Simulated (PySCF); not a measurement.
Delta-SCF ions had no search for a lower state. Excitations are Tamm–Dancoff values on a coarser integration grid. The basis has no diffuse functions, so Rydberg states are missing or too high.

Cartesian coordinates (Å):
SMILES: [SiH3][SiH2][SiH](Cl)Cl
```xyz
11

Si     1.9182     0.2665     0.4844
Si     0.1481    -0.2509    -0.9670
Si    -1.8583    -0.2016     0.2389
Cl    -2.0167     1.6439     1.1660
Cl    -3.4800    -0.4775    -1.0156
H      1.7507     1.6588     1.0000
H      1.9085    -0.6881     1.6364
H      3.2301     0.1554    -0.2257
H      0.3111    -1.6209    -1.5514
H      0.0443     0.7483    -2.0766
H     -1.9560    -1.2339     1.3107
```
Charge 0, spin multiplicity 1.

Give the brightest of the four lowest singlets (TDA), HOMO–LUMO gap, T1 excitation (TDA), S1 oscillator strength, vertical ionisation energy (Delta-SCF), total energy, LUMO and dipole moment at the level PySCF with PBE-D3(BJ)/def2-TZVP.


```
Item                                                Result
-------------------------------------------  -------------
brightest of the four lowest singlets (TDA)        5.58 eV
HOMO–LUMO gap                                      5.22 eV
T1 excitation (TDA)                                4.90 eV
S1 oscillator strength                               0.065
vertical ionisation energy (Delta-SCF)             9.40 eV
total energy                                 -1791.8157 Ha
LUMO                                              -1.72 eV
dipole moment                                       1.61 D
```
